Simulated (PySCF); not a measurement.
Job file and geometry (Å, from GFN2-xTB) of an NMR shielding run on `C=C(Cl)[SiH2][C@H]1CS1`, C₄H₇ClSSi, PySCF, GIAO PBE0/pcSseg-1 NMR shielding, non-relativistic, gas phase; density fitting, a coarse starting grid and PySCF grid level 2 are the driver's defaults:

```
$ OMP_NUM_THREADS=1 python probes_run.py task.json out

{"job": {"kind": "nmr", "xc": "PBE0", "basis": "pcSseg-1"}, "charge": 0, "multiplicity": 1}
C      2.764655    -0.325236     0.383802
C      1.571836     0.216425     0.211862
Cl     1.095984     1.573355     1.192107
Si     0.247718    -0.276392    -1.050045
C     -1.369537    -0.484057    -0.091502
C     -2.320995     0.644918     0.024051
S     -2.836631    -0.607178    -1.154429
H      3.475027     0.028989     1.113085
H      3.062863    -1.160378    -0.225036
H      0.080842     0.818753    -2.004544
H      0.610282    -1.541758    -1.686273
H     -1.395246    -1.206388     0.717952
H     -2.935886     0.721654     0.911291
H     -2.051590     1.596820    -0.414268
```

Problem. Write the output of this run.

Solution. 
```
coarse grid: 13560 points
cycle   1  E = -1303.7413125421  dE =  8.166e-01  |g| = 3.018e-01  |ddm| = 3.587e+00
cycle   2  E = -1303.7407582904  dE =  5.543e-04  |g| = 3.207e-01  |ddm| = 6.314e-01
cycle   3  E = -1303.7644282674  dE = -2.367e-02  |g| = 9.524e-02  |ddm| = 3.531e-01
cycle   4  E = -1303.7666688595  dE = -2.241e-03  |g| = 2.843e-02  |ddm| = 1.077e-01
cycle   5  E = -1303.7668562006  dE = -1.873e-04  |g| = 6.342e-03  |ddm| = 2.884e-02
cycle   6  E = -1303.7668647298  dE = -8.529e-06  |g| = 3.284e-03  |ddm| = 1.026e-02
cycle   7  E = -1303.7668673585  dE = -2.629e-06  |g| = 6.690e-04  |ddm| = 3.773e-03
final grid: 117856 points
cycle   8  E = -1303.8099206661  dE = -2.734e-05  |g| = 8.327e-03  |ddm| = 2.548e-02
cycle   9  E = -1303.8098986396  dE =  2.203e-05  |g| = 1.211e-02  |ddm| = 1.836e-02
cycle  10  E = -1303.8099371439  dE = -3.850e-05  |g| = 1.418e-03  |ddm| = 1.281e-02
cycle  11  E = -1303.8099376145  dE = -4.706e-07  |g| = 4.481e-04  |ddm| = 1.777e-03
cycle  12  E = -1303.8099376651  dE = -5.064e-08  |g| = 1.037e-04  |ddm| = 4.648e-04
cycle  13  E = -1303.8099376676  dE = -2.443e-09  |g| = 3.907e-05  |ddm| = 1.281e-04
cycle  14  E = -1303.8099376679  dE = -3.602e-10  |g| = 1.201e-05  |ddm| = 4.508e-05
converged SCF energy = -1303.8099376679

GIAO shielding tensors (ppm)
atom      isotropic    diamagn.    paramagn.     s11        s22        s33       span
  0 C       51.402     251.234    -199.832    -67.442     74.169    147.479    214.921
  1 C       33.452     262.140    -228.688    -77.840     54.631    123.564    201.404
  2 Cl     687.952    1148.441    -460.488    442.432    673.511    947.914    505.482
  3 Si     380.487     879.696    -499.208    356.558    367.990    416.913     60.354
  4 C      169.289     250.916     -81.627    131.217    182.387    194.261     63.045
  5 C      159.211     249.429     -90.217    130.557    167.011    180.067     49.509
  6 S      764.638    1053.852    -289.213    310.811    819.359   1163.744    852.933
  7 H       25.438      29.466      -4.028     21.504     23.948     30.862      9.358
  8 H       25.649      30.184      -4.535     22.003     24.250     30.695      8.691
  9 H       28.081      28.697      -0.615     24.827     26.935     32.482      7.655
 10 H       27.045      29.329      -2.284     22.602     26.125     32.408      9.805
 11 H       29.804      30.326      -0.522     22.304     27.414     39.695     17.391
 12 H       28.854      28.249       0.605     22.580     24.995     38.986     16.406
 13 H       29.325      29.376      -0.051     24.795     25.458     37.720     12.925
```

Problem. Turn these shieldings into chemical shifts. Scale: TMS for $^{13}$C (σref 186.93) and $^{29}$Si (σref 349.16) and $^{1}$H (σref 31.72); HCl for $^{35}$Cl (σref 949.78); $^{33}$S (σref 503.73) against CS2 (reference shieldings calculated alike).

Solution. Averaging equivalent atoms: C 1: 153.5; C 0: 135.5; C 5: 27.7; C 4: 17.6; Cl 2: 262; Si 3: -31.3; S 6: -261; H 7: 6.28; H 8: 6.07; H 10: 4.67; H 9: 3.64; H 12: 2.86; H 13: 2.39; H 11: 1.91 ppm. 

Size and cost of the density-fitted run: 175 basis functions, 30 s wall time on 1 thread of an Intel Xeon Platinum 8488C, shared host; peak memory 0.94 GiB.
